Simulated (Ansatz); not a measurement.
`O=COC[SiH3]` → `O/C=C/[SiH2]O`  (isomerisation)

Calculated with Ansatz (gas phase, PBE0-D4/def2-TZVP geometries, no zero-point term in ΔE). CBS: MP2 limit from def2 TZ/QZ plus the TZ coupled-cluster correction, frozen cores. Functionals use def2-TZVPP. B3LYP here is the variant with VWN-RPA as its local correlation; programs differ in this. Each species was taken in one conformer, which may not be the lowest.

Q: Is it downhill or uphill in electronic energy at CCSD(T)/CBS, and by how much? (An estimate is asked.)

A: The calculation gave: Downhill: ΔE = -30.2 kcal/mol.

Q: What do these levels give: r2SCAN-D4, ωB97X-V, ωB97M-V, PBE, r2SCAN, PBE0, B3LYP, CCSD(T)/def2-TZVPP, MP2/def2-QZVPP, SCS-MP2/def2-QZVPP, HF/CBS(def2), MP2/CBS(def2)? (An estimate is asked.)

A: Ansatz gave: r2SCAN-D4 -26.9, ωB97X-V -24.9, ωB97M-V -27.8, PBE -24.1, r2SCAN -26.9, PBE0 -26.6, B3LYP -26.5, CCSD(T)/def2-TZVPP -27.9, MP2/def2-QZVPP -31.5, SCS-MP2/def2-QZVPP -29.9, HF/CBS(def2) -27.9, MP2/CBS(def2) -32.3 kcal/mol.

Largest T1 diagnostic among the species: 0.015.

From PBE to PBE0 (25 % exact exchange), in def2-TZVPP and without D4, ΔE moves by −2.5 kcal/mol.
